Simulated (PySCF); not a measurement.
Compound: C₄H₁₁As.
Geometry (PBE0-D3(BJ)/def2-SVP, Å), atoms numbered from 1 in this order:
```
atom  x, y, z in Å
C1    -1.236   -0.447    1.323
C2    -0.255   -0.393    0.155
C3    -0.967    0.000   -1.135
C4     0.909    0.542    0.487
As5    2.325    0.588   -0.906
H6    -2.057   -1.152    1.122
H7    -1.684    0.544    1.503
H8    -0.739   -0.763    2.254
H9     0.160   -1.410    0.019
H10   -1.388    1.017   -1.053
H11   -0.289   -0.006   -2.002
H12   -1.797   -0.688   -1.355
H13    1.363    0.263    1.449
H14    0.541    1.577    0.589
H15    3.387    1.201    0.004
H16    2.830   -0.828   -0.628
```

The calculation used core-valence-separated Tamm–Dancoff BHandHLYP/aug-pcX-1 (pcseg-1 on H, def2-SVPD on As) in PySCF, non-relativistic, gas phase, PBE0-D3(BJ)/def2-SVP geometry. BHandHLYP without relativity tends to put these K edges a few eV too low, so spacings mean more than positions.

(1) What does the C 1s absorption edge look like?

Results:

(1) 
| E (eV) | f | core hole on | main final orbital |
| --- | --- | --- | --- |
| 285.00 | 0.0374 | C4 | LUMO+5 (44 %) |
| 285.26 | 0.0101 | C1 | LUMO (62 %) |
| 285.34 | 0.0099 | C3 | LUMO+2 (43 %) |
| 285.78 | 0.0252 | C4 | LUMO (41 %) |
| 285.83 | 0.0172 | C2 | LUMO (47 %) |
| 285.95 | 0.0278 | C3 | LUMO+3 (43 %) |
| 285.98 | 0.0269 | C1 | LUMO+3 (58 %) |
| 286.02 | 0.0283 | C1 | spread |
| 286.08 | 0.0295 | C3 | spread |
| 286.27 | 0.0280 | C4 | LUMO+3 (33 %) |
| 286.45 | 0.0005 | C3 | LUMO+2 (33 %) |
| 286.56 | 0.0021 | C1 | LUMO+1 (32 %) |
| 286.70 | 0.0009 | C4 | LUMO+4 (64 %) |
| 286.89 | 0.0034 | C2 | LUMO (39 %) |
| 286.91 | 0.0013 | C3 | LUMO+4 (40 %) |
| 287.03 | 0.0117 | C2 | LUMO+1 (2 roots, f summed) |
| 287.05 | 0.0008 | C4 | LUMO+1 (42 %) |
| 287.06 | 0.0054 | C3 | spread |

The first line with a tenth or more of the strongest one's intensity is at 285.00 eV (f = 0.037), with the hole on C4 (chain CH2 carbon). It is also the strongest listed.

Roots within 0.03 eV whose holes lie on the same, on equivalent or on shared atoms are summed into one line, and the highest roots are left out, as the search may have cut off their partners. Final orbitals are the ground state's empty Kohn–Sham orbitals.

Problem. What is the summed oscillator strength of the listed C K lines, and their intensity-weighted mean energy?

Solution. Σf = 0.266 over 18 lines from 285.00 to 287.06 eV; the weighted mean is 285.90 eV. The strongest line holds 14 % of the sum.

The list ends where the root search ended, not at a threshold. The BHandHLYP/aug-pcX-1 (pcseg-1 on H, def2-SVPD on As) calculation is non-relativistic and has no spin–orbit coupling, an omission that weighs most on arsenic.

One conformer stands for the species.
